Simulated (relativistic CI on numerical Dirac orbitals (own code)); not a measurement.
# Pr4+ (4f) in a crystal field

Calculated by Dirac-Coulomb-Breit CI, orbitals from a KLI potential per configuration, a model potential for QED, valence Slater integrals scaled by 0.75, one configuration in a parametric crystal field (own radial code).

Field parameters in Wybourne normalisation; cubic f-shell fields have B⁴₄ = √(5/14) B⁴₀ and B⁶₄ = −√(7/2) B⁶₀. The field is a parameter set, without covalency.

S is read from ⟨S²⟩ = S(S + 1).

Powder χT (cm³ K mol⁻¹) by Van Vleck's formula, with temperature-independent terms:

| Field | 2 K | 5 K | 10 K | 20 K | 50 K | 100 K | 200 K | 300 K |
| --- | --- | --- | --- | --- | --- | --- | --- | --- |
| D3d, B20 = 2170, B40 = 400, B43 = -2630, B60 = 10, B63 = 640, B66 = 920 cm⁻¹ | 0.407 | 0.409 | 0.412 | 0.417 | 0.434 | 0.462 | 0.516 | 0.568 |
| D3d, B20 = -1290, B40 = -1190, B43 = -480, B60 = 990, B63 = -870, B66 = -850 cm⁻¹ | 0.424 | 0.427 | 0.433 | 0.443 | 0.475 | 0.528 | 0.62 | 0.684 |
| D3h, B20 = 830, B40 = 70, B60 = -1240, B66 = -140 cm⁻¹ | 0.569 | 0.573 | 0.579 | 0.592 | 0.63 | 0.685 | 0.75 | 0.779 |
| D3h, B20 = 740, B40 = -1110, B60 = -330, B66 = -320 cm⁻¹ | 0.551 | 0.553 | 0.556 | 0.564 | 0.586 | 0.623 | 0.695 | 0.743 |
| Oh, B40 = 1650, B60 = 750 cm⁻¹ | 0.207 | 0.213 | 0.222 | 0.241 | 0.298 | 0.392 | 0.557 | 0.656 |
| Oh, B40 = -2330, B60 = 160 cm⁻¹ | 0.471 | 0.473 | 0.477 | 0.484 | 0.506 | 0.543 | 0.613 | 0.668 |

For D3d, B20 = 2170, B40 = 400, B43 = -2630, B60 = 10, B63 = 640, B66 = 920 cm⁻¹: what effective moment follows at 300 K?

μ_eff = √(8χT) = 2.13 μB. The LS value g√(J(J + 1)) of the free ion's 2F°_5/2 level is 2.54 μB.
